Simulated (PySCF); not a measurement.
# Zn: excitation energy

Zn [Ar] 3d10 4s2 (1S) → Zn [Ar] 3d9 4s2 4p1 (high-spin determinant), as a difference of total energies. All numbers are calculated (PySCF 2.14, scalar relativity by spin-free X2C-1e, in x2c-QZVPPall (11s7p6d4f2g, 108 functions)). Correlated levels: valence: [Ar] frozen; valence and next inner shell: [Ne] frozen. The calculations carry no spin-orbit coupling.

```
                                method  excitation energy (eV)
                                   UHF                   8.826
                                   LDA                  11.906
                                   PBE                  11.373
                                  PBE0                  10.853
                                r2SCAN                  10.885
                                  MN15                  11.763
                                revPBE                  11.301
                                  TPSS                  11.111
                         MP2 (valence)                  11.567
                     SCS-MP2 (valence)                  11.242
    MP2 (valence and next inner shell)                  11.971
SCS-MP2 (valence and next inner shell)                  11.560
```

Question: How much does correlation contribute at MP2 (valence and next inner shell)?

Answer: 11.971 − (8.826) = 3.145 eV, measured against UHF.

A first-order spin-orbit estimate (lowest level to lowest level, LS coupling) adds -0.119 eV.

The upper state lies above the first ionisation limit, where it may autoionise and the basis confines it.

The basis was made for the ground configuration and has no added diffuse functions, so the excitation energy can come out too high.

The determinant of the upper state mixes LS terms, which raises its energy above the lowest term, most at the Hartree-Fock and MP2 levels.
